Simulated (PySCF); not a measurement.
B(Cl)(F)(NHMe) (CH4BClFN), SMILES FB(Cl)NC.

Geometry: r2SCAN-D4/def2-SVP. The structure was generated by enumeration, and PubChem lists no compound with its InChIKey, so it may never have been made. The values are those of a single conformer.

Two levels are set side by side: TDDFT-PBE/def2-SVPD (PySCF) and TDDFT-ωB97X/def2-SVPD (PySCF). Vertical, same geometry. The lowest singlet is HOMO→LUMO 100 % with PBE and HOMO→LUMO 83 % with the other functional; states are paired by order. Differences are taken from unrounded values.

```tsv
quantity	TDDFT-ωB97X	TDDFT-PBE	TDDFT-PBE minus TDDFT-ωB97X
lowest singlet excitation (eV)	7.42	6.17	-1.25
lowest triplet excitation (TDA) (eV)	6.75	5.90	-0.85
first bright state (f over 0.05) (eV)	8.33	7.26	-1.07
its oscillator strength	0.36	0.05	-0.31
```

A lower first singlet is the usual sign of a functional without exact exchange. Differences between two approximate levels are no errors against the true value.

Rough cost on one machine, each run with all the roots and properties that it gave: TDDFT-ωB97X against TDDFT-PBE about 10 times.
